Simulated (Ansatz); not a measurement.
```xyz
16

C     1.8422    0.0000    0.0000
C     1.3027    1.3027    0.0000
C     0.0000    1.8422    0.0000
C    -1.3027    1.3027    0.0000
C    -1.8422    0.0000    0.0000
C    -1.3027   -1.3027    0.0000
C     0.0000   -1.8422    0.0000
C     1.3027   -1.3027    0.0000
H     2.9272    0.0000    0.0000
H     2.0699    2.0699    0.0000
H     0.0000    2.9272    0.0000
H    -2.0699    2.0699    0.0000
H    -2.9272    0.0000    0.0000
H    -2.0699   -2.0699    0.0000
H     0.0000   -2.9272    0.0000
H     2.0699   -2.0699    0.0000
```

Basis set: def2-SVP. Charge 0. Computed with Ansatz (development build ahead of 0.2.0); the lowest solution found for each multiplicity.

(1) How do the multiplicities compare at this shape? Give, from the lowest of each method, PBE0 (unrestricted) for 1, 3; PBE0 (restricted) for 1, 3; HF (unrestricted) for 1, 3; HF (restricted) for 1, 3.

Answers

(1)

| method | multiplicity | E (eV) | <S²> |
| --- | --- | --- | --- |
| PBE0, unrestricted | 1 | 0.000 | 1.12 |
| PBE0, unrestricted | 3 | 0.321 | 2.00 |
| PBE0, restricted | 1 | 0.460 | 0.00 |
| PBE0, restricted | 3 | 0.000 | 2.00 |
| HF, unrestricted | 1 | 0.000 | 1.62 |
| HF, unrestricted | 3 | 1.911 | 2.06 |
| HF, restricted | 1 | 0.429 | 0.00 |
| HF, restricted | 3 | 0.000 | 2.00 |

Caution for PBE0, unrestricted, HF, unrestricted: the unrestricted determinant is a mixture of spin states. Caution for PBE0, restricted, HF, restricted: an unrestricted determinant lies well below.
